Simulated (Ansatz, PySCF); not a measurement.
Dimer: HF (SMILES F) (first 2 atoms) with PH3 (SMILES P); geometry from B3LYP-D3(BJ)/def2-TZVP.
(charge 0, multiplicity 1):
```xyz
6

F     -1.44370    -0.22895    -0.24385
H     -0.94647    -0.05063     0.53323
P      0.26436     0.38574     2.42694
H     -0.05296    -0.23232     3.65770
H      1.64993     0.11417     2.48951
H      0.35688     1.69532     2.95027
```

Basis-set superposition error: the interaction energy with monomers in their own basis, and in the dimer's basis (counterpoise).

The values were computed with Ansatz (a quantum-chemistry and plane-wave program); PySCF for 6-31G* rows. Each number belongs to the level named beside it.

```
level                    uncorrected (meV)  counterpoise (meV)  difference
-----------------------  -----------------  ------------------  ----------
HF/6-31G*                           -127.2               -95.8        31.4
B3LYP/6-31G*                        -233.1              -183.5        49.6
B3LYP/def2-TZVPPD                   -233.0              -230.3         2.6
PBE0/def2-TZVPPD                    -265.3              -263.2         2.2
wB97X-V/def2-TZVPPD                 -255.8              -253.7         2.1
MP2/6-31G*                          -216.4              -121.6        94.9
MP2/aug-cc-pV(T+d)Z                 -241.1              -219.7        21.4
SCS-MP2/aug-cc-pV(D+d)Z             -209.4              -166.0        43.4
SCS-MP2/aug-cc-pV(T+d)Z             -217.5              -193.7        23.8
CCSD(T)/aug-cc-pV(D+d)Z             -223.5              -175.9        47.7
```

The error is largest for MP2/6-31G* (94.9 meV) and smallest for wB97X-V/def2-TZVPPD (2.1 meV).
